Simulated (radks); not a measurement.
Question: The tin ion Sn4+, [Kr] 4d10. All-electron calculation, non-relativistic Kohn-Sham, PBE, spin-polarised, spherical densities, point nucleus. Program: a radial shooting solver on a logarithmic mesh with Libxc functionals. Every spin shell is full or empty, so the densities are truly spherical. Functionals are evaluated on that one density, not self-consistently. Rank these exchange functionals by their error against the exact value of the orbitals, and give that value: LDA, B88, PW91, AM05, revTPSS, SCAN, r2SCAN, MVS.

Answer: Exact: -157.791 hartree. From best to worst, with 100 (|E| - |E exact|)/|E exact| (equal figures are ties): B88 -0.03, PW91 -0.06, MVS +0.07, r2SCAN -0.12, SCAN +0.14, revTPSS -0.95, AM05 -4.57, LDA -4.92.
